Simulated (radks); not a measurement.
Q: These are the eigenvalues of the occupied orbitals of an atom or ion with whole-number occupations (eV). Calculated with a radial shooting solver on a logarithmic mesh with Libxc functionals: scalar-relativistic Kohn-Sham, PBE, spin-unpolarised, spherical densities, finite nucleus; Fermi nuclear charge, rms radius of each element as measured or else 0.836 A^(1/3) + 0.57 fm.

orbital  eigenvalue
1s        -26524.32
2s        -3937.888
2p        -3533.516
3s        -733.9391
3p        -601.2729
3d        -393.6393
4s        -105.9124
4p         -66.9681
4d         -11.7335
5s          -5.6595

Which element is it, and in what charge state? The configuration may be excited.

A: Z = 48, cadmium, charge 0: Cd in [Kr] 4d10 5s2. The list shows which subshells hold electrons but not how many an open one holds; the 1s level, -974.75 hartree, gives Z - s = 44.2 by -(Z - s)^2/2, which with screening and relativity narrows Z to a few neighbours, and the depths of the outer levels then fix element, charge and occupations together.
